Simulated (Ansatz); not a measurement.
Ansatz (an electronic-structure program) input:
A basis named .json is the Basis Set Exchange file of that set.

Ansatz 0.2 input:
```yaml
crystal:
  periodic: [false, false, false]
  atoms:
    - {symbol: Zn, position_ang: [0.00000000, 0.00000000, 0.00000000]}
    - {symbol: F, position_ang: [-0.00000000, -0.00000000, -1.77902517]}
    - {symbol: F, position_ang: [0.00000000, 0.00000000, 1.77902517]}
basis:
  gaussian:
    orbitals: def2-QZVPPD.json
    fitting: {mean_field: def2-universal-jkfit, correlation: def2-QZVPPD-RIFIT.json}
total_charge: 1
magnetization: {spin_polarized: true, initial_magnetization: 1}
correlation: {method: mp2, electrons: outside_noble_gas}
```

Q: Which total energy does the run end on?

A: -1977.44791 Eh (RI-MP2/def2-QZVPPD). The basis has 232 functions.

The spin state was set by rule; other spins were not relaxed.
